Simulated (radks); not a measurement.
Question: These are the eigenvalues of the occupied orbitals of an atom or ion with whole-number occupations (hartree). Method: Dirac Kohn-Sham, PBEsol, spin-unpolarised, spherical densities, finite nucleus; Fermi nuclear charge, rms radius of each element as measured or else 0.836 A^(1/3) + 0.57 fm; computed with a radial shooting solver on a logarithmic mesh with Libxc functionals.

| orbital | eigenvalue |
|---|---|
| 1s1/2 | -375.6945 |
| 2s1/2 | -46.51414 |
| 2p1/2 | -41.20937 |
| 2p3/2 | -40.19441 |
| 3s1/2 | -5.61318 |
| 3p1/2 | -3.89960 |
| 3p3/2 | -3.76630 |
| 3d3/2 | -0.89811 |
| 3d5/2 | -0.88111 |
| 4s1/2 | -0.48329 |
| 5p1/2 | -0.04128 |
| 5p3/2 | -0.04076 |

Which element is it, and in what charge state? The configuration may be excited. Open shells, if any, are shared by 2j + 1.

Answer: Z = 31, gallium, charge 0: Ga in [Ar] 3d10 4s2 5p1. The list shows which subshells hold electrons but not how many an open one holds; the 1s level, -375.69 hartree, gives Z - s = 27.4 by -(Z - s)^2/2, which with screening and relativity narrows Z to a few neighbours, and the depths of the outer levels then fix element, charge and occupations together.
